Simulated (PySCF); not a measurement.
PySCF 2.14 output of an unrestricted PBE calculation on a single atom or ion in aug-cc-pVQZ-DK (6s5p4d3f2g, 80 functions), with scalar relativity by spin-free X2C-1e:

```
SCF conv_tol = 1e-09
number electrons alpha = 5  beta = 1
    J. P. Perdew, K. Burke, and M. Ernzerhof.,  Phys. Rev. Lett. 77, 3865 (1996)
    J. P. Perdew, K. Burke, and M. Ernzerhof.,  Phys. Rev. Lett. 78, 1396 (1997)
    J. P. Perdew, K. Burke, and M. Ernzerhof.,  Phys. Rev. Lett. 77, 3865 (1996)
    J. P. Perdew, K. Burke, and M. Ernzerhof.,  Phys. Rev. Lett. 78, 1396 (1997)
cycle= 1 E= -37.6609971180066  delta_E= -0.00387  |g|= 0.00992  |ddm|= 0.332
cycle= 2 E= -37.6610204507408  delta_E= -2.33e-05  |g|= 0.00778  |ddm|= 0.0529
cycle= 3 E= -37.661061560065  delta_E= -4.11e-05  |g|= 0.000138  |ddm|= 0.0237
cycle= 4 E= -37.6610615678645  delta_E= -7.8e-09  |g|= 1.61e-05  |ddm|= 0.000343
cycle= 5 E= -37.6610615680632  delta_E= -1.99e-10  |g|= 1.34e-07  |ddm|= 5e-05
converged SCF energy = -37.6610615680632  <S^2> = 6.0000068  2S+1 = 5.0000027
```

The run itself started from symmetry-adapted Hartree-Fock orbitals and held the occupation by maximum overlap, on a logarithmic radial grid, so the iterations belong to that start.

Which element, charge and spin multiplicity is this?

C (carbon, neutral), multiplicity 5; the state was [He] 2s1 2p3, high-spin 5S determinant (an excited configuration).
